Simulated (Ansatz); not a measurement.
The cluster Te2Mo⁺, relaxed as a doublet with UKS B3LYP-D4/def2-TZVP in Ansatz, starting from the B3LYP-D4/def2-TZVP geometry of the neutral singlet. Force threshold 0.02 eV/Å.

In the def2 sets Mo, Te take a core potential; there is no spin–orbit coupling. The relaxed charge 1 doublet is spin-contaminated (final ⟨S²⟩ up to 1.39, 0.75 for a pure state). The structure comes from a short search, and lower isomers may exist.

Start:

| atom | x (Å) | y (Å) | z (Å) |
| --- | --- | --- | --- |
| Mo1 | -0.7980 | -0.4027 | 0.3383 |
| Te2 | 1.3354 | -0.2580 | 1.4927 |
| Te3 | -0.5373 | 0.6607 | -1.8311 |

```tsv
step	energy (eV)	largest force component (eV/Å)	SCF passes
1	-16441.5460	0.336	31
2 (rejected)	-16441.5449	0.347	36
3	-16441.5515	0.005	36
```

Force components are those of the run's own axes.

End:

```xyz
3

Mo   -0.8104   -0.4090    0.3436
Te    1.3444   -0.2562    1.4951
Te   -0.5340    0.6652   -1.8387
```

By distances, no bond broke or formed. The bond that changes most is Mo1–Te2, from 2.43 to 2.45 Å (atoms count from 1).

No frequencies were taken in this run, so the end may be a saddle point.

Hardware: 4 threads of Arm Neoverse V2 on a shared host. Wall time 7.5 s.
